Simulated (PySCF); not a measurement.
CH3Be, SMILES [CH3][Be+], charge +1. Atoms are numbered in the order given.

```xyz
5

Be     0.0000     0.0000    -1.2282
C      0.0000     0.0000     0.4255
H      0.8944     0.5164     0.7866
H      0.0000    -1.0328     0.7866
H     -0.8944     0.5164     0.7866
```
Charge +1, spin multiplicity 1.

Geometry optimised at B3LYP-D3(BJ)/def2-TZVPD. The spin state was assumed, not searched. The isomer is the one that the SMILES or the coordinates give; other isomers of the formula were not compared.

Method: PBE0/pcJ-1 (PySCF).

Isotropic couplings with Fermi-contact, spin-dipole and both spin-orbit terms, one fixed conformer, no vibrational averaging. Isotopes: 13C, 1H.

Computed spin–spin coupling constants:
```
pair   bonds apart  J (Hz)
-----  -----------  ------
C2–H3            1   135.8
C2–H4            1   135.8
C2–H5            1   135.8
H3–H4            2   -15.9
H3–H5            2   -15.8
H4–H5            2   -15.8
```
